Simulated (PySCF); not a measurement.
CdI (SMILES [Cd+][I]), charge +1, singlet, geometry from GFN2-xTB (such geometries of metal compounds can be far from the true shape) (core potentials on Cd, I); PySCF with PBE/def2-SVPD, TDA.

PySCF was given this input:
```python
from pyscf import gto, scf, dft, tdscf

mol = gto.Mole()
mol.atom = '''
    Cd   -0.000000   -0.000000   -1.341360
    I     0.000000    0.000000    1.214817
'''
mol.basis = 'def2-svpd'
mol.ecp = {'Cd': 'def2-svpd', 'I': 'def2-svpd'}
mol.charge = 1
mol.spin = 0
mol.verbose = 4
mol.build()

mf = dft.RKS(mol)
mf.xc = 'pbe'
mf.kernel()
td = mf.TDA()
td.nstates = 5
td.kernel()
td.analyze(verbose=3)
```

The log (banner, timings and long lists left out):

```
PySCF version 2.14.0

[INPUT] verbose = 4
[INPUT] num. atoms = 2
[INPUT] num. electrons = 44
[INPUT] charge = 1
[INPUT] spin (= nelec alpha-beta = 2S) = 0
[INPUT] symmetry False subgroup None
[INPUT] Mole.unit = angstrom
[INPUT] Symbol           X                Y                Z      unit          X                Y                Z       unit  Magmom
[INPUT]  1 Cd     0.000000000000   0.000000000000  -1.341360000000 AA    0.000000000000   0.000000000000  -2.534803034447 Bohr   0.0
[INPUT]  2 I      0.000000000000   0.000000000000   1.214817000000 AA    0.000000000000   0.000000000000   2.295671421466 Bohr   0.0

nuclear repulsion = 103.50950089137
number of shells = 25
number of NR pGTOs = 130
number of NR cGTOs = 69
basis = def2-svpd
ecp = {'Cd': 'def2-svpd', 'I': 'def2-svpd'}

******** <class 'pyscf.dft.rks.RKS'> ********
method = RKS
initial guess = minao
damping factor = 0
level_shift factor = 0
DIIS = <class 'pyscf.scf.diis.CDIIS'>
diis_start_cycle = 1
diis_space = 8
diis_damp = 0
SCF conv_tol = 1e-09
SCF conv_tol_grad = None
SCF max_cycles = 50
direct_scf = True
direct_scf_tol = 1e-13
XC library pyscf.dft.libxc version 7.1.2
    S. Lehtola, C. Steigemann, M. J. T. Oliveira, and M. A. L. Marques,  SoftwareX 7, 1–5 (2018)
XC functionals = pbe
    J. P. Perdew, K. Burke, and M. Ernzerhof,  Phys. Rev. Lett. 77, 3865 (1996)
    J. P. Perdew, K. Burke, and M. Ernzerhof,  Phys. Rev. Lett. 78, 1396 (1997)
    J. P. Perdew, K. Burke, and M. Ernzerhof,  Phys. Rev. Lett. 77, 3865 (1996)
    J. P. Perdew, K. Burke, and M. Ernzerhof,  Phys. Rev. Lett. 78, 1396 (1997)
radial grids:
    Treutler-Ahlrichs [JCP 102, 346 (1995); DOI:10.1063/1.469408] (M4) radial grids

becke partition: Becke, JCP 88, 2547 (1988); DOI:10.1063/1.454033
pruning grids: <function nwchem_prune>
grids dens level: 3
symmetrized grids: False
atomic radii adjust function: <function treutler_atomic_radii_adjust>
small_rho_cutoff = 0
Set gradient conv threshold to 3.16228e-05
Initial guess from minao.
tot grids = 44352
init E= -420.052907481054
  HOMO = -1.50398814062813  LUMO = -1.21144362878989  gap/eV = 7.96054
cycle= 1 E= -463.054693283679  delta_E=  -43  |g|= 3.51  |ddm|= 9.83
  HOMO = -0.242569750694232  LUMO = -0.182746129489264  gap/eV = 1.62788
cycle= 2 E= -459.052961163902  delta_E=    4  |g|= 3.97  |ddm|= 9.31
  HOMO = -0.503621010837272  LUMO = -0.334616178466757  gap/eV = 4.59886
cycle= 3 E= -464.352631282652  delta_E= -5.3  |g|= 1.46  |ddm|= 5.51
  HOMO = -0.454319550152667  LUMO = -0.410429476589724  gap/eV = 1.19431
cycle= 4 E= -465.019291141993  delta_E= -0.667  |g|= 0.694  |ddm|= 3.23
  HOMO = -0.448714188690834  LUMO = -0.390422470789409  gap/eV = 1.58620
cycle= 5 E= -465.113093505945  delta_E= -0.0938  |g|= 0.322  |ddm|= 1.58
  HOMO = -0.42509284463233  LUMO = -0.402978096838204  gap/eV = 0.60177
cycle= 6 E= -465.140608258441  delta_E= -0.0275  |g|= 0.109  |ddm|= 0.788
  HOMO = -0.435936845540909  LUMO = -0.40297186055765  gap/eV = 0.89702
cycle= 7 E= -465.147412213417  delta_E= -0.0068  |g|= 0.0132  |ddm|= 0.263
  HOMO = -0.436407228522123  LUMO = -0.403308283193089  gap/eV = 0.90067
cycle= 8 E= -465.147432322743  delta_E= -2.01e-05  |g|= 0.00258  |ddm|= 0.011
  HOMO = -0.436435282529227  LUMO = -0.403215447101567  gap/eV = 0.90396
cycle= 9 E= -465.147433289157  delta_E= -9.66e-07  |g|= 0.000235  |ddm|= 0.00318
  HOMO = -0.436442788642215  LUMO = -0.403249839562313  gap/eV = 0.90323
cycle= 10 E= -465.147433310714  delta_E= -2.16e-08  |g|= 0.000107  |ddm|= 0.000799
  HOMO = -0.436447002401244  LUMO = -0.403246604015354  gap/eV = 0.90343
cycle= 11 E= -465.147433316588  delta_E= -5.87e-09  |g|= 2.01e-05  |ddm|= 0.000204
  HOMO = -0.436448550255537  LUMO = -0.403245766168283  gap/eV = 0.90349
cycle= 12 E= -465.147433316751  delta_E= -1.63e-10  |g|= 1.18e-06  |ddm|= 4.56e-05
  HOMO = -0.436448028308258  LUMO = -0.403245796665131  gap/eV = 0.90348
Extra cycle  E= -465.147433316747  delta_E= 3.98e-12  |g|= 3.5e-06  |ddm|= 1.04e-05
converged SCF energy = -465.147433316747

******** <class 'pyscf.tdscf.rks.TDA'> for <class 'pyscf.dft.rks.RKS'> ********
nstates = 5 singlet
deg_eia_thresh = 1.000e-03
wfnsym = None
conv_tol = 1e-05
eigh lindep = 1e-12
eigh level_shift = 0
eigh max_cycle = 100

Excitation energies (eV)
[1.14107597 1.14107597 4.56068855 5.05111285 5.10824348]

** Singlet excitation energies and oscillator strengths **
Excited State   1:      1.14108 eV   1086.56 nm  f=0.0016
Excited State   2:      1.14108 eV   1086.56 nm  f=0.0016
Excited State   3:      4.56069 eV    271.85 nm  f=0.1076
Excited State   4:      5.05111 eV    245.46 nm  f=0.0000
Excited State   5:      5.10824 eV    242.71 nm  f=0.0000
```
